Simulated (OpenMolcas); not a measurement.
**Br5+: from CASSCF to CASPT2**

```json
{
  "Program": "OpenMolcas 26.06",
  "Basis": "ANO-RCC-VQZP [7s6p4d2f1g]",
  "Scalar Hamiltonian": "DKH2, point nucleus",
  "Active space": "2 electrons in 8 orbitals (4s 4p 5s 5p)",
  "State averaging": "2S+1 = 3 even, 3 roots; 2S+1 = 1 even, 7 roots; 2S+1 = 3 odd, 3 roots; 2S+1 = 1 odd, 3 roots",
  "Spin-orbit coupling": "state interaction with AMFI integrals over the reference wave functions, term energies averaged over their components"
}
```

Methods on the same reference wave functions:
A. CASSCF
B. SS-CASPT2, IPEA 0.25 Eh, imaginary shift 0.1 Eh (closed shells correlated: 3d)
C. MS-CASPT2, IPEA 0.25 Eh, imaginary shift 0.1 Eh (closed shells correlated: 3d)

Energies in cm-1 above 4s2 1S0, the measured ground level; measured values from Moore, Atomic Energy Levels, vol. II, NSRDS-NBS 35 (1971 reprint of NBS Circular 467, 1952).

| Level | A | B | C | Measured |
| --- | --- | --- | --- | --- |
| 4s2 1S0 | 0.0 | 0.0 | 0.0 | 0.0 |
| 4s 4p 3P* 0 | 101551 | 101548 | 101601 | 104316 |
| 4s 4p 3P* 1 | 103497 | 103469 | 103522 | 106431 |
| 4s 4p 3P* 2 | 107784 | 107781 | 107834 | 111336 |
| 4s 4p 1P* 1 | 162432 | 152971 | 153023 | 151274 |
| 4p2 3P0 | 243246 | 242564 | 242613 | 244136 |
| 4p2 3P1 | 245866 | 245313 | 245366 | 247406 |
| 4p2 3P2 [54 %] | 249336 | 246722 | 246774 |  |
| 4p2 1D2 [54 %] | 263905 | 252472 | 252524 |  |

Deviations, from unrounded energies. A percentage is the sum of absolute deviations over the sum of measured energies, with the sign that they share, or ± where signs differ.

| Against measurement | Levels | A | B | C |
| --- | --- | --- | --- | --- |
| mean absolute deviation (cm-1) | 6 | 3800 | 2400 | 2400 |
| other configurations (%) | 6 | ±2.4 | ±1.5 | ±1.5 |

B, C lie about equally close to measurement and A furthest from it. The largest miss of C in the table is 4s 4p 3P* 2, by -3500 cm-1. The ranking rests on the paired levels alone, and a cruder setting can come out closer through cancelling errors.

Between B and C the level of the table that moves most is 4p2 1D2 [54 %], by 53 cm-1 (lowest in B, highest in C).

The lowest spin-free term lies below A's lowest term by 0.069 hartree in B, 0.070 hartree in C.

Over all roots computed the reference weight is 0.92 to 0.99 in B, 0.92 to 0.99 in C; the roots of lowest weight are the least certain, and an intruder state may touch them. Active for correlation alone: 5p 5s; no level in the range computed is led by a configuration that fills them, so any true level of that kind is missing. The ¹D term of p² mixes with s d, which this space lacks. Computed and measured levels are paired by configuration, term and J; levels that our copy of the source lacks, or whose pairing is in doubt (as where it misses far off the trend of its configuration), stay unpaired and out of the deviations. Levels of configurations outside the active space are missing. The table leaves out levels that lie high or whose names do not pair safely across all columns.

A share in square brackets marks a mixed level and gives the weight of the term that names it, the lowest over the columns. * marks odd parity.
